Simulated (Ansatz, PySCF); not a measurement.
Isomers of C2H6OS: 1 is CS(C)=O, 2 is COSC; one conformer of each (the lowest of an xTB search), B3LYP-D3(BJ)/def2-TZVP minima.
Isomer 1 (charge 0, multiplicity 1, Z-matrix in Å and degrees):
```
S
O 1 1.4886
C 1 1.8170 2 106.65
H 3 1.0884 1 106.65 2 -67.07
H 3 1.0900 4 109.97 1 -118.03
H 3 1.0903 4 109.95 5 -122.84
C 1 1.8170 2 106.65 3 102.04
H 7 1.0885 1 106.63 2 66.97
H 7 1.0900 8 109.98 1 118.04
H 7 1.0903 8 109.95 9 122.85
```
Isomer 2 (charge 0, multiplicity 1):
| atom | x (Å) | y (Å) | z (Å) |
|---|---|---|---|
| C | -1.6532 | -0.1878 | -0.1015 |
| O | -0.6298 | 0.2027 | -1.0195 |
| S | 0.5184 | 1.2357 | -0.3998 |
| C | 1.6900 | 0.0685 | 0.3216 |
| H | -2.1715 | 0.6847 | 0.3020 |
| H | -1.2434 | -0.7776 | 0.7229 |
| H | -2.3507 | -0.8018 | -0.6709 |
| H | 2.0604 | -0.6202 | -0.4368 |
| H | 2.5195 | 0.6762 | 0.6896 |
| H | 1.2604 | -0.4803 | 1.1592 |

No zero-point or thermal terms.

Rows in 6-31G* carry no dispersion term and start afresh at each structure (6-31G* with six Cartesian d functions).

The values were computed with Ansatz (Gaussian orbitals); PySCF for 6-31G* rows, the dispersion terms. Values without a source in brackets are computed.

**Question.** One of these levels gives -11.96 kcal/mol for the electronic energy of isomer 2 less that of isomer 1. Which one is it?
A. HF/6-31G*
B. SVWN5/def2-TZVPP
C. BHLYP-D3(BJ)/def2-TZVPP
D. B3LYP-D3(BJ)/def2-TZVPP

**Answer.** A, HF/6-31G*. The others give 8.13 (SVWN5/def2-TZVPP), 4.69 (B3LYP-D3(BJ)/def2-TZVPP), 3.15 (BHLYP-D3(BJ)/def2-TZVPP)

Ansatz is a first-principles code.
